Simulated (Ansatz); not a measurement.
Job for Ansatz (a program for electronic structure): R-PBE/def2-TZVPPD on C2H4S (a complex), monomers drawn apart or pushed together. Files ending in .json are basis or fitting sets from the Basis Set Exchange.

Ansatz 0.2 input:
```yaml
crystal:
  periodic: [false, false, false]
  atoms:
    - {symbol: C, position_ang: [0.51859422, 0.27175526, -0.15663105]}
    - {symbol: C, position_ang: [-0.59238015, -0.14862288, -0.00710462]}
    - {symbol: H, position_ang: [1.50477007, 0.64605088, -0.28864041]}
    - {symbol: H, position_ang: [-1.57910562, -0.52088284, 0.12655946]}
    - {symbol: S, position_ang: [0.22281207, 1.06607439, 4.80184565]}
    - {symbol: H, position_ang: [0.71300739, -0.16817147, 4.99856415]}
    - {symbol: H, position_ang: [0.12374326, 0.87938175, 3.47426611]}
basis:
  gaussian:
    orbitals: def2-TZVPPD.json
hamiltonian:
  xc: {name: PBE}
scf: {lower_state_search: off}
```

**Question.** Give the final energy of this run.

**Answer.** -476.4826 hartree.
